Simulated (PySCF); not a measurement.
sulfolane (C4H8O2S), SMILES O=S1(CCCC1)=O. The structure is a stationary point at PBE0-D3(BJ)/def2-SVP. Other conformers were not sampled.

Computed equilibrium geometry at PBE0-D3(BJ)/def2-SVP (PySCF confirms it by a frequency run) as bond lengths and angles (one conformer of several):
Atoms: O1 S2 O3 C4 C5 C6 C7 H8 H9 H10 H11 H12 H13 H14 H15. Bonded distances (Å): O1–S2 1.459, S2–O3 1.462, S2–C4 1.827, S2–C7 1.812, C4–C5 1.526, C4–H8 1.098, C4–H9 1.097, C5–C6 1.534, C5–H10 1.100, C5–H11 1.102, C6–C7 1.518, C6–H12 1.100, C6–H13 1.102, C7–H14 1.098, C7–H15 1.100. Angles (°): O1–S2–O3 121.1, O1–S2–C4 111.0, O1–S2–C7 110.7, O3–S2–C4 107.9, O3–S2–C7 107.8, C4–S2–C7 95.3, S2–C4–C5 106.0, S2–C4–H8 104.7, S2–C4–H9 107.3, C5–C4–H8 113.4, C5–C4–H9 114.7, H8–C4–H9 109.9, C4–C5–C6 107.9, C4–C5–H10 111.3, C4–C5–H11 109.6, C6–C5–H10 111.8, C6–C5–H11 109.0, H10–C5–H11 107.1, C5–C6–C7 106.0, C5–C6–H12 111.8, C5–C6–H13 110.3, C7–C6–H12 111.9, C7–C6–H13 109.4, H12–C6–H13 107.6, S2–C7–C6 103.6, S2–C7–H14 106.7, S2–C7–H15 106.9, C6–C7–H14 115.7, C6–C7–H15 112.8, H14–C7–H15 110.3.
